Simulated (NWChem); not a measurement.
H$_{5}$NTi

```xyz
7

Ti     0.3371    -0.3291     0.0060
N     -0.9861     0.9303     0.0000
H     -0.8271     1.9122     0.2253
H     -1.9657     0.7697    -0.2330
H      1.3981    -0.0005     1.2961
H     -0.2984    -1.9110     0.0158
H      1.1806    -0.0422    -1.4360
```
Charge 0, spin multiplicity 1.

All runs are NWChem calculations. All single points use one geometry, from PBE0/def2-SVP, a minimum by its harmonic frequencies.

Symmetry labels belong to the abelian group C1 used in the runs, with the axes of the coordinates shown.

B3LYP has NWChem's definition, with VWN1-RPA local correlation. The structure started from a generated list of species.

**Question.** List the lowest 6 singlet excitations that TD-B3LYP/def2-SVP, VWN1-RPA local correlation gives, with oscillator strengths.

**Answer.** 
```tsv
state	symmetry	energy (eV)	wavelength (nm)	f
1	a	3.38	367	0.000
2	a	3.59	346	0.000
3	a	3.83	323	0.001
4	a	4.00	310	0.001
5	a	4.04	307	0.004
6	a	4.40	282	0.000
```
